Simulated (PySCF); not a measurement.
A PySCF script (with the pyscf-properties extension) for the NMR shieldings of SMILES N#CC[Si@H](Cl)CN([SiH3])[SiH3], C₃H₁₁ClN₂Si₃, on a GFN2-xTB geometry:

```python
import basis_set_exchange as bse
import numpy as np
from pyscf import gto, dft
from pyscf.prop import nmr

atoms = """
N     1.626494    1.743452    1.602221
C     1.892404    1.086283    0.704386
C     2.239676    0.251146   -0.402359
Si    1.275437   -1.410174   -0.362064
Cl    1.970639   -2.515560   -1.913399
C    -0.596392   -1.119770   -0.621676
N    -1.110294    0.061977    0.056949
Si   -1.446966    1.453025   -0.923113
Si   -1.489994   -0.116938    1.743433
H     2.020430    0.794340   -1.324379
H     3.316346    0.067934   -0.369510
H     1.589471   -2.118629    0.878887
H    -1.144481   -2.004046   -0.277614
H    -0.803507   -1.037930   -1.693126
H    -1.525682    2.601305   -0.037288
H    -2.686914    1.245121   -1.685176
H    -0.350022    1.588553   -1.893003
H    -2.535729   -1.145640    1.863812
H    -0.290317   -0.590752    2.439165
H    -1.955746    1.176979    2.210819
"""
names = dict.fromkeys(["N", "C", "Si", "Cl", "H"], "pcSseg-1")
basis = {el: gto.basis.parse(bse.get_basis(n, elements=[el], fmt="nwchem")) for el, n in names.items()}
mol = gto.M(atom=atoms, basis=basis, charge=0, verbose=0)
mf = dft.RKS(mol, xc="PBE0")
mf.grids.level = 2
mf.grids.alignment = dft.numint.BLKSIZE   # the property module wants whole blocks of grid points
mf.conv_tol = 1e-9
mf.kernel()

calc = nmr.RKS(mf)   # GIAO
C = mf.mo_coeff
Co = C[:, mf.mo_occ > 0]
resp = mf.gen_response(singlet=True, hermi=2)
def vind(x):   # induced exchange potential for any number of trial vectors
    d = np.einsum("pi,xij,qj->xpq", C, 2 * x.reshape(-1, C.shape[1], Co.shape[1]), Co, optimize=True)
    return np.einsum("xpq,pi,qj->xij", resp(d - d.transpose(0, 2, 1)), C, Co, optimize=True).ravel()
mo1, _ = nmr.rhf.solve_mo1(calc, with_cphf=vind)
sigma = calc.kernel(mo1)
for i, s in enumerate(sigma):   # ppm
    w = np.linalg.eigvalsh((s + s.T) / 2)
    print("%2d %-2s iso %8.1f  s11 %8.1f  s22 %8.1f  s33 %8.1f" % (i, mol.atom_pure_symbol(i), w.mean(), *w))
```

Q: What does it print?

A: 
```
 0 N  iso    -32.0  s11   -201.7  s22   -190.9  s33    296.6
 1 C  iso     64.8  s11    -52.2  s22    -44.1  s33    290.6
 2 C  iso    182.5  s11    170.6  s22    178.9  s33    197.9
 3 Si iso    353.8  s11    337.2  s22    357.0  s33    367.1
 4 Cl iso    973.7  s11    944.8  s22    982.1  s33    994.3
 5 C  iso    144.0  s11    114.1  s22    133.4  s33    184.5
 6 N  iso    278.7  s11    261.5  s22    267.2  s33    307.4
 7 Si iso    390.5  s11    339.7  s22    357.9  s33    473.9
 8 Si iso    390.7  s11    341.8  s22    362.3  s33    468.1
 9 H  iso     29.5  s11     26.4  s22     28.0  s33     34.1
10 H  iso     29.7  s11     24.1  s22     28.8  s33     36.3
11 H  iso     26.0  s11     22.0  s22     25.2  s33     30.6
12 H  iso     28.5  s11     23.5  s22     28.5  s33     33.5
13 H  iso     28.9  s11     23.9  s22     28.8  s33     34.0
14 H  iso     26.8  s11     23.6  s22     25.0  s33     31.9
15 H  iso     26.9  s11     22.8  s22     24.8  s33     33.2
16 H  iso     27.0  s11     22.8  s22     27.3  s33     30.9
17 H  iso     27.0  s11     23.4  s22     24.9  s33     32.8
18 H  iso     26.7  s11     22.7  s22     26.7  s33     30.8
19 H  iso     27.1  s11     23.6  s22     25.5  s33     32.2
```

These numbers come from an equivalent density-fitted implementation of the same equations, which agrees with the script to about 0.01 ppm for H and up to a few tenths of a ppm for heavy atoms, so last digits may differ.

Q: Turn these shieldings into chemical shifts. References, each an isolated molecule treated in the same way: NH3 for ¹⁵N (267.73 ppm); ¹³C (186.93 ppm), ²⁹Si (349.16 ppm), ¹H (31.72 ppm) against TMS; ³⁵Cl (949.78 ppm) against HCl.

A: Averaging equivalent atoms: N 0: 299.7; N 6: -11.0; C 1: 122.2; C 5: 42.9; C 2: 4.5; Si 3: -4.6; Si 7/8: -41.5; Cl 4: -24; H 11: 5.76; H 14/15/16/17/18/19: 4.79; H 12: 3.23; H 13: 2.80; H 9: 2.18; H 10: 2.00 ppm. Experimental scales use liquid or dissolved standards, which lie at an offset from isolated NH3 (liquid NH3: subtract about 20 ppm). Unscaled 15N shifts of sp2 nitrogen come out 20 to 40 ppm too high even then.

Size and cost of the density-fitted run: 236 basis functions, 2.1 min wall time on 1 thread of an Intel Xeon, shared host; peak memory 1.2 GiB.
